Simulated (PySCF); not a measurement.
## Dipole response of Zn⁺ (zinc, charge +1)

[Ar] 3d10 4s1, 2S determinant. Calculation: PySCF 2.14, in aug-cc-pVTZ-DK; scalar relativity by spin-free X2C-1e. Coupled (time-dependent) response in atomic units; α is the mean over directions.

```
method  mean α (bohr³)  C₆ (like pair)  S(−4)
   UHF           23.72           101.6  538.4
   PBE           16.72           68.55  227.5
  PBE0           18.00           74.03  276.3
revPBE           17.19           70.98  242.1
```

S(−4) is the Cauchy moment in α(ω) = α(0) + S(−4) ω² + …

α(iu) at PBE:

```csv
u (hartree),α(iu) (bohr³)
0,16.72
0.0500,16.17
0.100,14.76
0.200,11.19
0.300,8.305
0.500,5.076
0.750,3.318
1.00,2.467
1.50,1.636
2.00,1.209
3.00,0.7560
5.00,0.3866
```

For an ion, C₆ is the dispersion term alone; charge-induced terms of lower order in 1/R come first.
